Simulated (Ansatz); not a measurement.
C₂H₇BO₂, relaxed with RKS PBE0-D4/def2-TZVP in Ansatz from a PBE-D4/def2-SVP geometry. The force threshold is 0.005 eV/Å; the program also tests the step.

Charge 0, multiplicity 1. The bonds changed during the relaxation, so this is another structure than the one it started from.

Start:

```xyz
12

B    -0.825   -0.487   -1.194
C    -0.152   -0.376    0.222
C     1.198    0.231    0.494
O    -1.175    0.874   -0.392
O    -0.759   -0.934    1.281
H    -1.807   -1.197   -1.299
H    -0.126   -0.280   -2.176
H     1.583    0.800   -0.373
H     1.915   -0.594    0.687
H     1.191    0.891    1.392
H    -0.594    1.575   -0.748
H    -0.449   -0.504    2.107
```

```
        step  energy (eV)  largest force (eV/Å)  largest move (Å)
           1   -6952.7122                 0.729             0.000
           2   -6952.7576                 0.319             0.022
           3   -6952.7665                 0.223             0.016
           4   -6952.7716                 0.191             0.022
           5   -6952.7757                 0.276             0.043
6 (rejected)   -6952.7749                 0.181             0.060
           7   -6952.7800                 0.111             0.025
8 (rejected)   -6952.7800                 0.207             0.034
           9   -6952.7807                 0.114             0.017
          10   -6952.7818                 0.053             0.013
          11   -6952.7820                 0.012             0.005
          12   -6952.7820                 0.007             0.005
          13   -6952.7820                 0.004             0.001
```

End:

```xyz
12

B    -0.794   -0.525   -1.201
C    -0.171   -0.333    0.207
C     1.189    0.233    0.468
O    -1.132    0.825   -0.324
O    -0.755   -0.916    1.274
H    -1.773   -1.197   -1.317
H    -0.118   -0.258   -2.156
H     1.577    0.768   -0.399
H     1.872   -0.594    0.677
H     1.192    0.904    1.337
H    -0.594    1.554   -0.651
H    -0.494   -0.461    2.085
```

Hardware: 4 threads of a server CPU on a shared host. Wall time 39 s, peak host memory 0.46 GiB.
